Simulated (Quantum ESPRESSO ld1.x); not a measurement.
The mean radii <r> (bohr) of the occupied orbitals of an atom or ion are listed with their occupations. Method: scalar-relativistic Kohn-Sham, LDA (Slater exchange, Perdew-Wang correlation), spin-polarised, spherical densities, point nucleus; computed with ld1.x of Quantum ESPRESSO 7.5.

| orbital | occ. | <r> |
|---|---|---|
| 1s up | 1 | 0.02509 |
| 1s down | 1 | 0.02509 |
| 2s up | 1 | 0.1075 |
| 2s down | 1 | 0.1075 |
| 2p up | 3 | 0.09428 |
| 2p down | 3 | 0.09428 |
| 3s up | 1 | 0.2856 |
| 3s down | 1 | 0.2856 |
| 3p up | 3 | 0.2835 |
| 3p down | 3 | 0.2835 |
| 3d up | 5 | 0.2601 |
| 3d down | 5 | 0.2601 |
| 4s up | 1 | 0.6542 |
| 4s down | 1 | 0.6541 |
| 4p up | 3 | 0.6930 |
| 4p down | 3 | 0.6928 |
| 4d up | 5 | 0.7664 |
| 4d down | 5 | 0.7656 |
| 5s up | 1 | 1.512 |
| 5s down | 1 | 1.512 |
| 5p up | 3 | 1.703 |
| 5p down | 2 | 1.706 |

Name the element and its charge. Open shells, if any, are filled with parallel spins first.

Answer. Z = 57, lanthanum, charge +4: La4+ in [Kr] 4d10 5s2 5p5. The 1s radius gives Z: for a bare nucleus <r> = (2 gamma + 1)/(2Z) with gamma = sqrt(1 - (Z/c)^2), 0.02473 bohr for Z = 57, and screening makes it slightly larger (0.02509 here). The occupations add up to 53, and the charge is Z minus that.
